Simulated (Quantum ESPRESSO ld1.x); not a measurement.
Values are calculated unless marked as measured or tabulated.
Q: The table gives one normalised radial function P(r) = r R(r) (large component) of Pr14+ in [Kr] 4d9 (r in bohr). Level of theory: Dirac Kohn-Sham, relativistic LDA (MacDonald-Vosko exchange, VWN5 correlation), spin-unpolarised, spherical densities, point nucleus; open shells are shared between the two j in proportion to 2j + 1 (ld1.x of Quantum ESPRESSO 7.5).

r            P
0.0009668   0.0000
0.001397    0.0000
0.002034    0.0001
0.002963    0.0002
0.004316    0.0005
0.006285    0.0012
0.009154    0.0032
0.01333     0.0085
0.01926     0.0217
0.02806     0.0543
0.04086     0.1273
0.05951     0.2711
0.08668     0.4997
0.1262      0.7383
0.1839      0.7461
0.2657      0.2468
0.3869     -0.6926
0.5635     -1.3396
0.8207     -1.1072
1.195      -0.4420
1.741      -0.0698

Which n and l does it have? It may be an empty orbital.

A: n = 4, l = 2: the number of nodes gives n - l - 1 = 1, the rise at small r points to l (for j = l - 1/2 the large component starts as r^gamma with gamma = sqrt(l^2 - (Z/c)^2) = 1.95 and the r^(l+1) term takes over further out; the orbital of l - 1 with the same j starts with the same power, but with a larger coefficient, and does not steepen), and the extent must fit the shell. The curve is that of 4d3/2; the two j differ most near the nucleus, where j = l - 1/2 has the larger amplitude, and in heavy atoms j = l - 1/2 is also the more compact. 4d3/2: eigenvalue -369.96 eV, 1 radial node at r = 0.296 bohr, <r> = 0.675 bohr, 90 % of the charge inside 1.000 bohr.
